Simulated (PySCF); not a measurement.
Compound: C5H3FO.
SMILES: `C#CC(=O)/C=C\F`

Method used: TDDFT CAM-B3LYP/def2-SVPD, vertical, gas phase, core orbitals frozen in the response in PySCF 2.14.0, density-fitted response routines. Geometry: GFN2-xTB, one conformer, isolated molecule. Torsions of this conformer, `[CH:1]#[C:2][C:3](=[O:4])/[CH:5]=[CH:6]\[F:7]`: C2–C3–C5–C6 0°.

Computed states:

```tsv
state	E (eV)	f
S1	3.81	0.0000
S2	4.78	0.0002
S3	5.54	0.136
S4	5.85	0.233
S5	7.01	0.0002
S6	7.40	0.0008
S7	7.50	0.0009
S8	7.59	0.056
```

Broadening: Gaussians 0.3 eV wide at half height, area fixed by f = 4.319×10⁻⁹ ∫ε dν̃. The width is an assumption, not a result. The curve ends short of the highest state used, and states not computed would add to its high-energy end.

(1) Give the broadened spectrum and its maxima.

(2) On this curve, what absorbance would a 10⁻⁵ mol/L sample give at 248 nm over a 1 cm path?

(3) Coming from long wavelengths, where does ε first pass 100 L mol⁻¹ cm⁻¹?

Results:

(1) 
(E (eV), ε (L mol⁻¹ cm⁻¹)): (3.36, 0), (3.42, 0), (3.49, 0), (3.56, 0), (3.62, 0), (3.69, 0), (3.75, 0), (3.82, 0), (3.89, 0), (3.95, 0), (4.02, 0), (4.08, 0), (4.15, 0), (4.22, 0), (4.28, 0), (4.35, 0), (4.41, 0), (4.48, 1), (4.55, 3), (4.61, 6), (4.68, 12), (4.74, 15), (4.81, 16), (4.88, 12), (4.94, 8), (5.01, 6), (5.07, 15), (5.14, 92), (5.21, 441), (5.27, 1330), (5.34, 3647), (5.40, 6825), (5.47, 10837), (5.54, 13288), (5.60, 13846), (5.67, 14706), (5.73, 17165), (5.80, 20758), (5.87, 21202), (5.93, 17555), (6.00, 10761), (6.06, 5579), (6.13, 1960), (6.20, 510), (6.26, 126), (6.33, 19), (6.39, 3), (6.46, 0), (6.53, 0), (6.59, 0), (6.66, 0), (6.72, 1), (6.79, 4), (6.85, 8), (6.92, 13), (6.99, 17)

Maxima: 259 nm (4.78 eV), ε about 16, made up of S2 (100%); 212 nm (5.84 eV), ε about 22000, made up of S4 (97%) (ε in L mol⁻¹ cm⁻¹; maxima over ε = 5, shares over 10%). At its high-energy end, 6.99 eV, the curve is still rising (ε about 17, from S5).

(2) 248 nm is 4.999 eV, where ε is about 5.4 L mol⁻¹ cm⁻¹, so A = ε c l ≈ 5.4e-05 (Beer–Lambert, with the gas-phase spectrum and the assumed width).

(3) At about 241 nm (5.14 eV), 1.34 eV above S1.

Hardware: one thread, Arm Neoverse V2 (aarch64), no GPU, shared host with 32 logical CPUs at a one-minute load of 46. Cost: 23 s (grids of density and orbitals included), 0.73 GiB resident at most.
